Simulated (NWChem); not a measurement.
System: CH$_{3}$FMg; SMILES [F][Mg][CH3]

NWChem input:

```
start job
memory heap 200 mb stack 900 mb global 1100 mb
geometry units angstroms noautoz
  Mg    -0.077021     0.280852     0.001357
  F      0.200700     2.024702    -0.001121
  C     -0.403602    -1.771537     0.004276
  H      0.062229    -2.259015    -0.868585
  H     -1.479419    -2.013070    -0.023262
  H      0.014685    -2.249260     0.906114
end
basis spherical
  Mg library def2-svp
  F library def2-svp
  C library def2-svp
  H library def2-svp
end
dft
  xc becke88 perdew86
  iterations 150
  mulliken
end
task dft energy
```

All runs use the structure optimised with PBE0/def2-SVP.

What results follow from this input? (BP86/def2-SVP.) Quantities: energy (Ha); highest occupied level (eV); orbital gap (eV); dipole (D).


* **energy (Ha)**: -339.72
* **highest occupied level (eV)**: -6.46
* **orbital gap (eV)**: 4.83
* **dipole (D)**: 2.03
